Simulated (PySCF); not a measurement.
Pd²⁺: interval between two levels

Pd²⁺ [Kr] 4d8 [3F4, M_J = 4] → Pd²⁺ [Kr] 4d7 5p1 [5G6, M_J = 6], as a difference of total energies. Calculation: PySCF 2.14, in x2c-SVPall-2c with one added diffuse shell each of s, p, d type (7s9p7d1f, 76 functions); the two-component X2C-1e Hamiltonian. Correlated levels: [Ar] 3d10 frozen; the 6 highest virtual spinors dropped. "Screened" scales the spin-orbit matrix elements by Boettger's factors to mimic the two-electron term; Breit and QED terms are absent.

```csv
method,interval between two levels (cm⁻¹)
GHF (spin-free),102770
GMP2 (spin-free),107540
GHF (screened spin-orbit),103280
GMP2 (screened spin-orbit),108100
```

The labels give the starting determinants; with spin-orbit coupling the two ends relaxed to ⟨J²⟩ = 20.01, ⟨L²⟩ = 12.06, ⟨S²⟩ = 2.00 and ⟨J²⟩ = 42.01, ⟨L²⟩ = 20.26, ⟨S²⟩ = 5.91.
